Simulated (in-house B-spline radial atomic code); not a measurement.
Orbital energies and mean radii along the 57-electron series, configuration 1s2 2s2 2p6 3s2 3p6 3d10 4s2 4p6 4d10 4f5/2(6) 4f7/2(3) 5s2. The effective charge is n√(-2ε), a non-relativistic measure. Computed with an all-electron radial atomic-structure program (B-spline basis): Dirac-Hartree-Fock, jj configuration that fills j = l - 1/2 first, finite nuclei.

```json
{"ion": "Ho10+", "Z": "67", "energy of 4d5/2 (Eh)": "-12.764", "mean radius of 4d5/2 (bohr)": "0.59327", "energy of 4f5/2 (Eh)": "-6.7544", "mean radius of 4f5/2 (bohr)": "0.67685", "energy of 4d3/2 (Eh)": "-13.324", "mean radius of 4d3/2 (bohr)": "0.5825", "energy of 4p3/2 (Eh)": "-18.286", "mean radius of 4p3/2 (bohr)": "0.55665", "effective charge of 4d5/2": "20.21"}
{"ion": "Er11+", "Z": "68", "energy of 4d5/2 (Eh)": "-14.184", "mean radius of 4d5/2 (bohr)": "0.57692", "energy of 4f5/2 (Eh)": "-7.9332", "mean radius of 4f5/2 (bohr)": "0.64295", "energy of 4d3/2 (Eh)": "-14.781", "mean radius of 4d3/2 (bohr)": "0.56613", "energy of 4p3/2 (Eh)": "-19.905", "mean radius of 4p3/2 (bohr)": "0.54375", "effective charge of 4d5/2": "21.304"}
{"ion": "Tm12+", "Z": "69", "energy of 4d5/2 (Eh)": "-15.678", "mean radius of 4d5/2 (bohr)": "0.56133", "energy of 4f5/2 (Eh)": "-9.1865", "mean radius of 4f5/2 (bohr)": "0.61322", "energy of 4d3/2 (Eh)": "-16.314", "mean radius of 4d3/2 (bohr)": "0.55055", "energy of 4p3/2 (Eh)": "-21.603", "mean radius of 4p3/2 (bohr)": "0.53131", "effective charge of 4d5/2": "22.398"}
```
